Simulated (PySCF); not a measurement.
PySCF job for 2-butanone cation (C4H8O), SMILES CCC(C)=O (connectivity only; charge and spin as stated), charge +1, multiplicity 2, TDA-PBE/def2-SVPD. Coordinates come from a B3LYP-D3(BJ)/def2-SVP optimisation. The multiplicity is an assumed one; no other spin state was optimised. Other conformers were not sampled.

```python
import numpy as np
from pyscf import gto, scf, dft, tdscf

mol = gto.M(
    atom='''
    C     2.03736829   -0.02411054   -0.23954893
    C     0.80776015   -0.10799500    0.63368074
    C    -0.57671151   -0.02125691   -0.09849619
    C    -1.80757617    0.30538917    0.73511866
    O    -0.63779045   -0.21476231   -1.27643728
    H     2.91477892   -0.10036920    0.42497638
    H     2.10775582    0.93968475   -0.76457179
    H     2.08933471   -0.84317958   -0.96991724
    H     0.69460894   -1.08741370    1.14193658
    H     0.74189835    0.68077387    1.40230045
    H    -1.78452906    1.40063966    0.87937031
    H    -1.70677917   -0.19322633    1.70991237
    H    -2.71978951    0.00902862    0.20296537
    ''',
    basis='def2-SVPD',
    charge=1,
    spin=1,
    max_memory=1600,
    verbose=4,
)
mf = dft.UKS(mol, xc='pbe').density_fit(auxbasis='def2-universal-jkfit')
mf.grids.level = 3
mf.conv_tol = 1e-9
mf.max_cycle = 100
mf.kernel()
fine, coarse = mf.grids, dft.Grids(mol).set(level=1).build(with_non0tab=True)
for _ in range(3):  # follow internal instabilities
    mf.grids = coarse
    mo, _, stable, _ = mf.stability(return_status=True, nroots=4)
    mf.grids = fine
    if stable:
        break
    mf.kernel(mf.make_rdm1(mo, mf.mo_occ))
mf.grids = dft.Grids(mol).set(level=1).build(with_non0tab=True)  # coarser grid for the response kernel
td = tdscf.TDA(mf)
td.nstates = 10
td.conv_tol = 1e-4
td.positive_eig_threshold = 1e-6
td.kernel(x0=td.get_init_guess(mf, 15))
td.analyze()
```

It prints:

```
PySCF version 2.14.0

[INPUT] verbose = 4
[INPUT] num. atoms = 13
[INPUT] num. electrons = 39
[INPUT] charge = 1
[INPUT] spin (= nelec alpha-beta = 2S) = 1
[INPUT] symmetry False subgroup None
[INPUT] Mole.unit = angstrom
[INPUT] Symbol           X                Y                Z      unit          X                Y                Z       unit  Magmom
[INPUT]  1 C      2.037368290000  -0.024110540000  -0.239548930000 AA    3.850068082973  -0.045562317315  -0.452681871133 Bohr   0.0
[INPUT]  2 C      0.807760150000  -0.107995000000   0.633680740000 AA    1.526445457838  -0.204080972822   1.197483049012 Bohr   0.0
[INPUT]  3 C     -0.576711510000  -0.021256910000  -0.098496190000 AA   -1.089826806784  -0.040169738155  -0.186130823413 Bohr   0.0
[INPUT]  4 C     -1.807576170000   0.305389170000   0.735118660000 AA   -3.415823910590   0.577101892708   1.389172936457 Bohr   0.0
[INPUT]  5 O     -0.637790450000  -0.214762310000  -1.276437280000 AA   -1.205249275363  -0.405841947779  -2.412116874385 Bohr   0.0
[INPUT]  6 H      2.914778920000  -0.100369200000   0.424976380000 AA    5.508133872456  -0.189670299342   0.803088967609 Bohr   0.0
[INPUT]  7 H      2.107755820000   0.939684750000  -0.764571790000 AA    3.983081237258   1.775746820930  -1.444831285668 Bohr   0.0
[INPUT]  8 H      2.089334710000  -0.843179580000  -0.969917240000 AA    3.948270384448  -1.593378480026  -1.832877947094 Bohr   0.0
[INPUT]  9 H      0.694608940000  -1.087413700000   1.141936580000 AA    1.312620660274  -2.054914077100   2.157947387822 Bohr   0.0
[INPUT] 10 H      0.741898350000   0.680773870000   1.402300450000 AA    1.401984693767   1.286476167060   2.649963794854 Bohr   0.0
[INPUT] 11 H     -1.784529060000   1.400639660000   0.879370310000 AA   -3.372271184728   2.646825356604   1.661769047974 Bohr   0.0
[INPUT] 12 H     -1.706779170000  -0.193226330000   1.709912370000 AA   -3.225345186412  -0.365144843755   3.231266076306 Bohr   0.0
[INPUT] 13 H     -2.719789510000   0.009028620000   0.202965370000 AA   -5.139657290365   0.017061619083   0.383548962071 Bohr   0.0

nuclear repulsion = 174.938059666894
number of shells = 73
number of NR pGTOs = 233
number of NR cGTOs = 167
basis = def2-SVPD
ecp = {}


******** <class 'pyscf.df.df_jk.DFUKS'> ********
method = DFUKS
initial guess = minao
damping factor = 0
level_shift factor = 0
DIIS = <class 'pyscf.scf.diis.CDIIS'>
diis_start_cycle = 1
diis_space = 8
diis_damp = 0
SCF conv_tol = 1e-09
SCF conv_tol_grad = None
SCF max_cycles = 100
direct_scf = False
number electrons alpha = 20  beta = 19
XC library pyscf.dft.libxc version 7.1.2
    S. Lehtola, C. Steigemann, M. J. T. Oliveira, and M. A. L. Marques,  SoftwareX 7, 1–5 (2018)
XC functionals = pbe
    J. P. Perdew, K. Burke, and M. Ernzerhof,  Phys. Rev. Lett. 77, 3865 (1996)
    J. P. Perdew, K. Burke, and M. Ernzerhof,  Phys. Rev. Lett. 78, 1396 (1997)
    J. P. Perdew, K. Burke, and M. Ernzerhof,  Phys. Rev. Lett. 77, 3865 (1996)
    J. P. Perdew, K. Burke, and M. Ernzerhof,  Phys. Rev. Lett. 78, 1396 (1997)
radial grids:
    Treutler-Ahlrichs [JCP 102, 346 (1995); DOI:10.1063/1.469408] (M4) radial grids

becke partition: Becke, JCP 88, 2547 (1988); DOI:10.1063/1.454033
pruning grids: <function nwchem_prune>
grids dens level: 3
symmetrized grids: False
atomic radii adjust function: <function treutler_atomic_radii_adjust>
small_rho_cutoff = 0
Set gradient conv threshold to 3.16228e-05
tot grids = 149024
init E= -232.156595846867
  alpha nocc = 20  HOMO = -0.320302026530896  LUMO = -0.109161393132317
  beta  nocc = 19  HOMO = -0.385352042636031  LUMO = -0.320302026530899

WARN: HOMO -0.320302026530896 >= LUMO -0.320302026530899

cycle= 1 E= -231.578184024258  delta_E= 0.578  |g|= 0.464  |ddm|= 3.32
  alpha nocc = 20  HOMO = -0.450812285349582  LUMO = -0.322018703635642
  beta  nocc = 19  HOMO = -0.472014399553709  LUMO = -0.409960174294298
  HOMO = -0.45081228535  LUMO = -0.409960174294  gap/eV = 1.11164
cycle= 2 E= -230.940050891217  delta_E= 0.638  |g|= 1.32  |ddm|= 1.61
  alpha nocc = 20  HOMO = -0.491485941377431  LUMO = -0.328096264238322
  beta  nocc = 19  HOMO = -0.492766842704978  LUMO = -0.472834951951485
  HOMO = -0.491485941377  LUMO = -0.472834951951  gap/eV = 0.50752
cycle= 3 E= -231.599381475679  delta_E= -0.659  |g|= 0.366  |ddm|= 1.26
  alpha nocc = 20  HOMO = -0.491144858092323  LUMO = -0.296847252507969
  beta  nocc = 19  HOMO = -0.519036092235853  LUMO = -0.450416210326106
  HOMO = -0.491144858092  LUMO = -0.450416210326  gap/eV = 1.10828
cycle= 4 E= -231.672135497296  delta_E= -0.0728  |g|= 0.0986  |ddm|= 0.553
  alpha nocc = 20  HOMO = -0.504132740529216  LUMO = -0.313517221973325
  beta  nocc = 19  HOMO = -0.514563791977882  LUMO = -0.464602887054157
  HOMO = -0.504132740529  LUMO = -0.464602887054  gap/eV = 1.07566
cycle= 5 E= -231.676598405152  delta_E= -0.00446  |g|= 0.04  |ddm|= 0.158
  alpha nocc = 20  HOMO = -0.501821273911456  LUMO = -0.309869568222557
  beta  nocc = 19  HOMO = -0.514717210081057  LUMO = -0.460524727908948
  HOMO = -0.501821273911  LUMO = -0.460524727909  gap/eV = 1.12374
cycle= 6 E= -231.677300234804  delta_E= -0.000702  |g|= 0.0144  |ddm|= 0.0565
  alpha nocc = 20  HOMO = -0.501307547860461  LUMO = -0.309914089654127
  beta  nocc = 19  HOMO = -0.512827568005283  LUMO = -0.460195885959782
  HOMO = -0.50130754786  LUMO = -0.46019588596  gap/eV = 1.11871
cycle= 7 E= -231.677402115729  delta_E= -0.000102  |g|= 0.00547  |ddm|= 0.0212
  alpha nocc = 20  HOMO = -0.502104492958472  LUMO = -0.310736255132591
  beta  nocc = 19  HOMO = -0.513247282102131  LUMO = -0.461015906111328
  HOMO = -0.502104492958  LUMO = -0.461015906111  gap/eV = 1.11808
cycle= 8 E= -231.677417491249  delta_E= -1.54e-05  |g|= 0.0013  |ddm|= 0.00845
  alpha nocc = 20  HOMO = -0.502108354242381  LUMO = -0.310827762208775
  beta  nocc = 19  HOMO = -0.513242906710564  LUMO = -0.460967072051541
  HOMO = -0.502108354242  LUMO = -0.460967072052  gap/eV = 1.11951
cycle= 9 E= -231.677418459572  delta_E= -9.68e-07  |g|= 0.000343  |ddm|= 0.00257
  alpha nocc = 20  HOMO = -0.502068848690476  LUMO = -0.310803223616662
  beta  nocc = 19  HOMO = -0.513189091214031  LUMO = -0.460920579284073
  HOMO = -0.50206884869  LUMO = -0.460920579284  gap/eV = 1.11970
cycle= 10 E= -231.677418526507  delta_E= -6.69e-08  |g|= 0.000224  |ddm|= 0.000814
  alpha nocc = 20  HOMO = -0.50208785397259  LUMO = -0.310844360941965
  beta  nocc = 19  HOMO = -0.513200918272349  LUMO = -0.460935664587971
  HOMO = -0.502087853973  LUMO = -0.460935664588  gap/eV = 1.11981
cycle= 11 E= -231.677418555512  delta_E= -2.9e-08  |g|= 8.06e-05  |ddm|= 0.000406
  alpha nocc = 20  HOMO = -0.502088984212909  LUMO = -0.310841609740537
  beta  nocc = 19  HOMO = -0.513200809465911  LUMO = -0.460932918603294
  HOMO = -0.502088984213  LUMO = -0.460932918603  gap/eV = 1.11991
cycle= 12 E= -231.677418559104  delta_E= -3.59e-09  |g|= 1.9e-05  |ddm|= 0.000156
  alpha nocc = 20  HOMO = -0.502088776461952  LUMO = -0.310845058721939
  beta  nocc = 19  HOMO = -0.513198443646205  LUMO = -0.460934063359571
  HOMO = -0.502088776462  LUMO = -0.46093406336  gap/eV = 1.11988
cycle= 13 E= -231.677418559304  delta_E= -2e-10  |g|= 8.74e-06  |ddm|= 4.41e-05
  alpha nocc = 20  HOMO = -0.502088524388368  LUMO = -0.310843082764331
  beta  nocc = 19  HOMO = -0.513200725518302  LUMO = -0.460932183113619
  HOMO = -0.502088524388  LUMO = -0.460932183114  gap/eV = 1.11992
Extra cycle  E= -231.677418559064  delta_E= 2.4e-10  |g|= 2.33e-05  |ddm|= 3.98e-05
converged SCF energy = -231.677418559064  <S^2> = 0.75277455  2S+1 = 2.0027726
tot grids = 45680
uhf_internal: lowest eigs of H = [0.96017323 0.96842756 0.9698654  0.9756472 ]
<class 'pyscf.df.df_jk.DFUKS'> wavefunction is stable in the internal stability analysis
tot grids = 45680
Overwritten attributes  positive_eig_threshold  of <class 'pyscf.tdscf.uks.TDA'>


******** <class 'pyscf.tdscf.uks.TDA'> for <class 'pyscf.df.df_jk.DFUKS'> ********
nstates = 10
deg_eia_thresh = 1.000e-03
wfnsym = None
conv_tol = 0.0001
eigh lindep = 1e-12
eigh level_shift = 0
eigh max_cycle = 100


Excitation energies (eV)
[1.43519729 2.16323864 2.51037758 3.02595752 3.4170714  3.84144723
 5.03605755 5.04793422 5.3928885  5.55423412]

** Excitation energies and oscillator strengths **
Excited State   1:      1.43520 eV    863.88 nm  f=0.0002
      18b ->   20b     -0.11791
      19b ->   20b     -0.99259
Excited State   2:      2.16324 eV    573.14 nm  f=0.0365
      17b ->   20b      0.45843
      18b ->   20b     -0.87231
Excited State   3:      2.51038 eV    493.89 nm  f=0.0200
      17b ->   20b      0.88274
      18b ->   20b      0.43569
Excited State   4:      3.02596 eV    409.74 nm  f=0.0003
      16b ->   20b      0.99362
Excited State   5:      3.41707 eV    362.84 nm  f=0.0052
      15b ->   20b     -0.99343
Excited State   6:      3.84145 eV    322.75 nm  f=0.0023
      14b ->   20b      0.99574
Excited State   7:      5.03606 eV    246.19 nm  f=0.0164
      19a ->   21a      0.11957
      13b ->   20b      0.97224
Excited State   8:      5.04793 eV    245.61 nm  f=0.0000
      20a ->   21a      0.98623
      11b ->   20b      0.11589
Excited State   9:      5.39289 eV    229.90 nm  f=0.0013
      19a ->   21a      0.80688
      19b ->   21b     -0.57908
Excited State  10:      5.55423 eV    223.22 nm  f=0.0007
      18a ->   21a     -0.13622
      20a ->   21a      0.11622
      11b ->   20b     -0.93223
      12b ->   20b      0.20019
      18b ->   21b      0.18333

** Transition electric dipole moments (AU) **
state          X           Y           Z        Dip. S.      Osc.
  1        -0.0653      0.0083      0.0226      0.0048      0.0002
  2         0.8262     -0.0049      0.0814      0.6892      0.0365
  3        -0.5609     -0.0103     -0.1009      0.3249      0.0200
  4         0.0552      0.0275      0.0107      0.0039      0.0003
  5         0.2438      0.0486      0.0074      0.0618      0.0052
  6         0.1016      0.1007     -0.0658      0.0248      0.0023
  7        -0.3552      0.0807      0.0124      0.1329      0.0164
  8         0.0103     -0.0079      0.0095      0.0003      0.0000
  9         0.0933     -0.0126     -0.0276      0.0096      0.0013
 10         0.0201     -0.0427     -0.0530      0.0050      0.0007

** Transition velocity dipole moments (imaginary part, AU) **
state          X           Y           Z        Dip. S.      Osc.
  1         0.0031      0.0037     -0.0028      0.0000      0.0004
  2        -0.0409     -0.0136     -0.0543      0.0048      0.0403
  3         0.0304      0.0088      0.0669      0.0055      0.0396
  4        -0.0009      0.0043     -0.0082      0.0001      0.0005
  5        -0.0023     -0.0004     -0.0038      0.0000      0.0001
  6         0.0059     -0.0046      0.0043      0.0001      0.0004
  7        -0.0347      0.0042      0.0132      0.0014      0.0050
  8        -0.0006      0.0120      0.0001      0.0001      0.0005
  9         0.0085     -0.0016     -0.0006      0.0001      0.0003
 10         0.0081      0.0008      0.0028      0.0001      0.0002

** Transition magnetic dipole moments (imaginary part, AU) **
state          X           Y           Z
  1        -0.2731     -0.2088      0.1589
  2        -0.0173     -0.5608      0.0161
  3         0.0038     -0.0033     -0.0481
  4        -0.1187      0.0186      0.2134
  5         0.0257      0.3182     -0.0740
  6        -0.2284     -0.1675     -0.1437
  7         0.0313      0.3667     -0.2426
  8        -0.0304      0.1506      0.6368
  9         0.0214     -0.0866     -0.0580
 10         0.0017     -0.1851     -0.3013
```

The calculation finished and met its thresholds.
